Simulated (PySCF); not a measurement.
Compound: C4H2BF3O2.
Structure used (PBE0-D3(BJ)/def2-SVP), in Å, numbered top down from 1:
```
atom  x, y, z in Å
O1     3.0393   -0.3329   -0.3399
B2     2.0971    0.5650    0.0568
O3     2.4593    1.8369    0.3319
C4     0.6128    0.1521    0.2029
C5    -0.5460   -0.2147    0.3063
C6    -1.8850   -0.6473    0.4501
F7    -2.1916   -1.3924    1.5153
C8    -2.8617   -0.3560   -0.4236
F9    -2.6731    0.3587   -1.4964
F10   -4.0932   -0.7601   -0.2985
H11    2.6773   -1.2068   -0.5136
H12    3.4053    1.9710    0.2003
```

Computed at PBE0/pcSseg-1 (PySCF, non-relativistic), with Q(17O) = −0.0256 b, Q(11B) = 0.04059 b: O1, 17O (I = 5/2): χzz = -8.141 MHz, η = 0.236; B2, 11B (I = 3/2): χzz = 3.018 MHz, η = 0.104; O3, 17O (I = 5/2): χzz = -8.173 MHz, η = 0.163.

Problem. Find the zero-field quadrupole resonance frequencies of 17O at O1.

Solution. From the eigenvalues of H = χ/[4I(2I − 1)] × [3Iz² − I(I + 1) + η(Ix² − Iy²)], steps between neighbouring levels, labelled as for η = 0: ±1/2↔±3/2 1.293 MHz, ±3/2↔±5/2 2.416 MHz (boron-bound oxygen).

Problem. Where would the pure quadrupole (NQR) lines of 11B at B2 fall for the rigid, isolated species?

Solution. From ν = (|χ|/2)√(1 + η²/3): ν = 1.512 MHz (three-coordinate boron).

Problem. Where would the pure quadrupole (NQR) lines of 17O at O3 fall for the rigid, isolated species?

Solution. From the eigenvalues of H = χ/[4I(2I − 1)] × [3Iz² − I(I + 1) + η(Ix² − Iy²)], steps between neighbouring levels, labelled as for η = 0: ±1/2↔±3/2 1.261 MHz, ±3/2↔±5/2 2.439 MHz (boron-bound oxygen).

In a crystal, neighbours and librations shift these lines. With so small a basis the couplings can be 20 % off.

One conformer stands for the species.
